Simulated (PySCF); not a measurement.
Sb(F)2(Et) (C₂H₅F₂Sb), SMILES C[CH2][Sb]([F])[F]. Geometry: PBE-D3(BJ)/def2-SVP. The structure was generated by enumeration; whether it is a known compound was not checked. The def2 effective core potentials stand for the cores of Sb; spin–orbit coupling is left out. One conformer was computed; it need not be the lowest.

Task: Give the equilibrium geometry at PBE-D3(BJ)/def2-SVP (PySCF confirms it by a frequency run) as bond lengths and angles, and its point group. (Estimate from the structure and the level; the computed values follow.)

Result: This is not unique; one that fits is point group Cs.
Atoms: Sb1 F2 F3 C4 C5 H6 H7 H8 H9 H10. Bonds (Å): Sb1–F2 1.963, Sb1–F3 1.963, Sb1–C4 2.189, C4–C5 1.527, C4–H6 1.112, C4–H7 1.112, C5–H8 1.108, C5–H9 1.108, C5–H10 1.110. Bond angles (°): F2–Sb1–F3 95.8, F2–Sb1–C4 92.3, F3–Sb1–C4 92.3, Sb1–C4–C5 110.8, Sb1–C4–H6 106.6, Sb1–C4–H7 106.6, C5–C4–H6 112.7, C5–C4–H7 112.7, H6–C4–H7 107.2, C4–C5–H8 110.6, C4–C5–H9 110.6, C4–C5–H10 111.4, H8–C5–H9 107.4, H8–C5–H10 108.3, H9–C5–H10 108.3.
